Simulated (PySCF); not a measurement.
Predicted microwave data (CAM-B3LYP/def2-SVPD in PySCF (dipole) on a GFN2-xTB geometry, gas phase) for one isomer of C6H5Cl:

```
Rotational constants : A = 4739, B = 1422, C = 1094 MHz
Dipole components    : |μa| = 0.57 D, |μb| = 1.25 D, |μc| = 0.00 D
Inertial defect      : 0.00 u·Å²
κ                    : -0.82
```

Question: Which structure is it? (One computed conformer of each.)
A. `ClC=C1C=CC=C1`
B. `[CH:1]#[C:2]/[CH:3]=[C:4](\[Cl:5])[CH:6]=[CH2:7]` with C3–C4–C6–C7 180°
C. `C#C[C@@H]1[C@H]2[C@H](Cl)[C@@H]12`

Answer: B. It is C#C/C=C(\Cl)C=C, an asymmetric top, point group Cs. The candidates at the same level (rigid rotor, commonest isotopes):

```json
{"SMILES": "ClC=C1C=CC=C1", "A (MHz)": "7196", "B (MHz)": "1282", "C (MHz)": "1088", "μa (D)": "0.51", "μb (D)": "0.74", "μc (D)": "0.00", "Δ (u·Å²)": "0.00", "point group": "Cs", "rotor": "near-prolate asymmetric top"}
{"SMILES": "C#C[C@@H]1[C@H]2[C@H](Cl)[C@@H]12", "A (MHz)": "12864", "B (MHz)": "947.0", "C (MHz)": "940.6", "μa (D)": "1.27", "μb (D)": "0.21", "μc (D)": "0.00", "Δ (u·Å²)": "-35.66", "point group": "Cs", "rotor": "near-prolate asymmetric top"}
{"SMILES": "C#C/C=C(\\Cl)C=C", "A (MHz)": "4739", "B (MHz)": "1422", "C (MHz)": "1094", "μa (D)": "0.57", "μb (D)": "1.25", "μc (D)": "0.00", "Δ (u·Å²)": "0.00", "point group": "Cs", "rotor": "asymmetric top"}
```

`C#C[C@@H]1[C@H]2[C@H](Cl)[C@@H]12` has A 171 % too high; `ClC=C1C=CC=C1` has A 52 % too high. In the right answer the mirror of this Cs structure is the ab plane, so μc vanishes by symmetry. No structure here is proved a minimum.
